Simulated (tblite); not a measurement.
Compound: C5H2N3S (doublet state).
SMILES with atom numbers: `[H]/[N:4]=[C:3](/[C:2]#[N:1])[c:5]1[cH:6][n:7][c:8][s:9]1` (hydrogens: H10 on N4; H11 on C6)

Structure optimised with GFN2-xTB, isolated species. This method treats the open shell by occupation alone, without spin polarisation.

(1) List the bond lengths, angles and torsions at this level.

Answers

(1) 
```
  bond  length (Å)
 N1≡C2       1.143
 C2–C3       1.435
 C3=N4       1.267
 C3–C5       1.451
 C5–C6       1.373
 C6–N7       1.352
 N7–C8       1.257
 C8–S9       1.704
 C5–S9       1.772
N4–H10       1.018
C6–H11       1.075
```

A selection of angles:
```
    angle  degrees
 N1–C2–C3    178.4
 C2–C3–N4    118.3
 C2–C3–C5    114.0
 N4–C3–C5    127.7
 C3–C5–C6    129.5
 C3–C5–S9    121.2
 C6–C5–S9    109.2
 C5–C6–N7    112.8
 C6–N7–C8    114.5
 N7–C8–S9    115.7
 C5–S9–C8     87.7
H10–N4–C3    115.2
```

Torsions: C2–C3–C5–C6 0° (synperiplanar); H10–N4–C3–C2 180° (antiperiplanar).

C5 (carbon bonded to 2 C and S) is planar (angles 129.5°, 121.2° and 109.2°, sum 360.0°, 0.00 Å off the plane of its three neighbours). The C–C distances run from 1.373 Å (C5–C6, aromatic) to 1.451 Å (C3–C5, drawn single), a spread of 0.078 Å. C6 (carbon bonded to C, N and H) is planar (angles 126.7°, 120.5° and 112.8°, sum 360.0°, 0.00 Å off the plane of its three neighbours). The 9 heavy atoms lie in one plane (0.001 Å rms). Of the pairs four or more bonds apart, S9···H10 is among the closest relative to their van der Waals radii: 2.71 Å, 90 % of the sum of Bondi's values. The 4 C–N bonds span 1.143 Å (N1≡C2, drawn triple) to 1.352 Å (C6–N7, aromatic), a spread of 0.209 Å. The 2 C–S bonds span 1.704 Å (C8–S9, aromatic) to 1.772 Å (C5–S9, aromatic), a spread of 0.068 Å.

Point group: Cs (every atom within 0.08 Å of its image). Its GFN2-xTB frequencies are all real (lowest 50 cm⁻¹).

One conformer stands for the species.

All values are computed, not measured.
